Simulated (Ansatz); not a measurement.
Abridged output of a molecular run in Ansatz:

```
Functional definition: HF
1920 factors; integrals over basis functions are off by at most 5.2e-4 eV
mean field evaluation 1: about -69600.7603 eV, gradient 4.8e1 eV
mean field evaluation 2: about -69600.8575 eV, gradient 4.8e1 eV
mean field evaluation 4: about -69604.7039 eV, gradient 3.2e0 eV
mean field evaluation 8: about -69604.7351 eV, gradient 4.2e-1 eV
mean field -69604.73559988 eV, -2557.9268535114 hartree, gradient 1.4e-6 eV, S^2 0.000000; 0 other end points of the search recorded, 0 dependent functions left out
16 core orbitals not correlated: weight in the atoms' cores, before any rotation towards them, 1.000 or more for the frozen orbitals, at most 0.000 for the correlated occupied ones
reference -69604.73559988 eV, -2557.9268535114 hartree; 17, 17 occupied and 270, 270 virtual orbitals, 1920 factors
second order -32.88344806 eV of doubles, -0.00000000 eV of singles
cycle   1  -31.65113042 eV  change     1.2e0 eV  update   1.2e-1
cycle   2  -32.32240927 eV  change   -6.7e-1 eV  update   3.8e-2
cycle   3  -32.46596441 eV  change   -1.4e-1 eV  update   1.8e-2
cycle   4  -32.44066254 eV  change    2.5e-2 eV  update   5.0e-3
cycle   5  -32.43333177 eV  change    7.3e-3 eV  update   2.1e-3
cycle   6  -32.43535998 eV  change   -2.0e-3 eV  update   6.8e-4
cycle   7  -32.43542289 eV  change   -6.3e-5 eV  update   2.2e-4
cycle   8  -32.43526592 eV  change    1.6e-4 eV  update   8.3e-5
cycle   9  -32.43527184 eV  change   -5.9e-6 eV  update   2.6e-5
perturbative correction -1.16486379 eV, -0.0428079546 hartree
Total energy: -69638.33573550 eV, -2559.1616357204 hartree
```

Its atoms:

```xyz
5

O    -1.371   -0.087   -0.144
Ga    0.378    0.121   -0.093
F     1.276   -0.677    1.170
Cl    1.413    1.293   -1.497
H    -1.697   -0.650    0.564
```

Which basis set was used?
A. def2-TZVPPD
B. def2-SVPD
C. def2-SVP
D. def2-QZVPP

D. It gives 303 functions.

Write the keys of the input that set method, charge and spin (a neutral closed shell needs none for the last two).


```yaml
correlation: {method: ccsd_t}
```
